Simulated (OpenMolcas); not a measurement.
**Gd3+: moving the ligands**

Gd3+ with 6 ligands (bromide, chloride on the axis) in tetragonal octahedral coordination (D4h) at 2.85 Å, the axial distance 2.699 Å. A charge of +0.5 e stands 2.8 Å behind each ligand. Ligand basis ANO-RCC-VDZP.
```
Gd    0.0000    0.0000    0.0000
Br    2.8500    0.0000    0.0000
Br    0.0000    2.8500    0.0000
Br   -2.8500    0.0000    0.0000
Br    0.0000   -2.8500    0.0000
Cl    0.0000    0.0000    2.6989
Cl    0.0000    0.0000   -2.6989
```

```yaml
Program: OpenMolcas
Method: CASSCF
Basis: ANO-RCC-VDZP [7s6p4d2f1g]
Scalar_Hamiltonian: DKH2, point nucleus
Active_space: 7 electrons in 7 orbitals (4f)
State_averaging: 2S+1 = 8 odd, 1 root; 2S+1 = 6 odd, 16 roots kept (CI in the orbitals of an earlier block)
Spin-orbit_coupling: state interaction with AMFI integrals over the reference wave functions
```

Runs around this geometry, states (labels of D4, the rotations of D4h). Energies in cm-1 above the lowest state or level, χT in cm3 K/mol.

```json
{"R (Å)": "2.79", "Ground state": "8A1", "χT at 300 K": "7.851"}
{"R (Å)": "2.85", "Ground state": "8A1", "χT at 300 K": "7.851"}
{"R (Å)": "2.97", "Ground state": "8A1", "χT at 300 K": "7.851"}
```

No quartet enters the spin-orbit mixing, so the splitting and order within the octet and the sextets are unsound, and g values and χT are rough. No measured value stands beside these numbers; the geometry is a model, was not optimised and need not be the one that this ion takes.
